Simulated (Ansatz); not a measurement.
Reaction (substitution at a C–N bond): `C=CN(C)[SiH3]` + `B[SeH]` → `B[Se]C=C` + `CN[SiH3]`

Calculated with Ansatz (gas phase, PBE0-D4/def2-TZVP geometries, no zero-point term in ΔE). CBS: MP2 limit from def2 TZ/QZ plus the TZ coupled-cluster correction, frozen cores. Functionals use def2-TZVPP. B3LYP here is the variant with VWN-RPA as its local correlation; programs differ in this. HSE06 is defined as in plane-wave codes. For Se outer-core shells are correlated without core-valence functions, which leaves a few kJ/mol of doubt a bond. Scalar relativity is left out up to krypton. One conformer a species, not always the lowest.

| level | ΔE (kcal/mol) | difference from CCSD(T)/CBS |
| --- | --- | --- |
| LDA (SPW92) | 7.2 | 4.7 |
| PBE-D4 | 3.7 | 1.2 |
| revPBE-D4 | 3.9 | 1.4 |
| BLYP-D4 | 3.5 | 1.0 |
| r2SCAN-D4 | 4.0 | 1.5 |
| B97M-V | 3.7 | 1.2 |
| PBE0-D4 | 4.0 | 1.5 |
| B3LYP-D4 | 3.7 | 1.2 |
| r2SCANh-D4 | 4.0 | 1.5 |
| r2SCAN0-D4 | 4.2 | 1.7 |
| HSE06-D4 | 3.8 | 1.3 |
| BHLYP-D4 | 3.8 | 1.3 |
| CAM-B3LYP-D4 | 4.5 | 2.0 |
| ωB97M-V | 3.6 | 1.1 |
| B2PLYP | 2.6 | 0.1 |
| PBE | 3.0 | 0.5 |
| revPBE | 1.4 | -1.1 |
| BLYP | 1.9 | -0.6 |
| PBE0 | 3.3 | 0.8 |
| B3LYP | 2.6 | 0.1 |
| r2SCAN0 | 3.9 | 1.4 |
| HSE06 | 3.2 | 0.7 |
| BHLYP | 3.3 | 0.8 |
| CAM-B3LYP | 3.8 | 1.3 |
| LC-ωPBE | 3.5 | 1.0 |
| RPA@PBE/def2-TZVPP | 2.9 | 0.4 |
| HF/def2-SVP | 6.0 | 3.5 |
| MP2/def2-SVP | 7.1 | 4.6 |
| CCSD/def2-SVP | 7.1 | 4.6 |
| CCSD(T)/def2-SVP | 7.3 | 4.8 |
| MP2/def2-TZVPP | 2.5 | 0.0 |
| SCS-MP2/def2-TZVPP | 2.0 | -0.5 |
| CCSD/def2-TZVPP | 2.6 | 0.1 |
| CCSD(T)/def2-TZVPP | 2.6 | 0.1 |
| HF/def2-QZVPP | 2.7 | 0.2 |
| MP2/def2-QZVPP | 2.4 | -0.1 |
| SCS-MP2/def2-QZVPP | 1.9 | -0.6 |
| HF/CBS(def2) | 2.7 | 0.2 |
| MP2/CBS(def2) | 2.3 | -0.2 |
| CCSD/CBS(def2) | 2.4 | -0.1 |
| CCSD(T)/CBS | 2.5 | 0 |

**Question.** What do rigid-rotor, harmonic-oscillator terms from PBE0-D4/def2-TZVP frequencies (298.15 K, 1 bar) make of the CCSD(T)/CBS value? (Best estimate.)

**Answer.** Computed: ΔZPE = +0.8 kcal/mol, ΔH = +3.6 kcal/mol, ΔS = 13 J/(mol·K), ΔG = +2.7 kcal/mol.

Largest T1 diagnostic among the species: 0.013.

Leaving LDA and LC-ωPBE aside and taking each functional with its dispersion term where it has one, the values spread over 1.8 kcal/mol, from B2PLYP to CAM-B3LYP-D4. LDA lies +4.3 kcal/mol from PBE without D4. The D4 term adds +1.1 kcal/mol with B3LYP and +0.6 kcal/mol with PBE0; it sums over pairs of atoms, weighted by their polarisabilities, and B3LYP, whose exchange is more repulsive, gets the larger term.
